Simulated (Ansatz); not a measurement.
Consider the ligand exchange at a Ge–S bond: `[SiH3][SiH2][S][GeH3]` + `OBF` → `FB[O][GeH3]` + `[SiH3][SiH2]S`.

Gas-phase electronic energies from Ansatz, PBE0-D4/def2-TZVP geometries. CCSD(T)/CBS adds triple-zeta CCSD(T) − MP2 to the extrapolated MP2 energy (def2 sets, frozen cores). This one scheme is used for every species. Functionals use def2-TZVPP. For Ge outer-core shells are correlated without core-valence functions, which leaves a few kJ/mol of doubt a bond. Scalar relativity is left out up to krypton. One conformer a species, not always the lowest.

| species | PBE0-D4 energy (Eh) |
| --- | --- |
| `[SiH3][SiH2][S][GeH3]` | -3058.41543 |
| `OBF` | -201.10545 |
| `FB[O][GeH3]` | -2279.05610 |
| `[SiH3][SiH2]S` | -980.45105 |

Question: Work out ΔE.

Answer: ΔE = (-2279.05610) + (-980.45105) − (-3058.41543) − (-201.10545) = 0.01373 Eh = +0.37 eV. CCSD(T)/CBS gives +0.30 eV.

Largest T1 diagnostic among the species: 0.013.

In def2-TZVPP, CCSD(T) changes the Hartree–Fock value by +0.15 eV (the triples alone add +0.03 eV) and MP2 by +0.19 eV. The D4 term adds +0.09 eV with B3LYP and +0.05 eV with PBE0; it sums over pairs of atoms, weighted by their polarisabilities, and B3LYP, whose exchange is more repulsive, gets the larger term.

B3LYP here is the variant with VWN-RPA as its local correlation; programs differ in this.
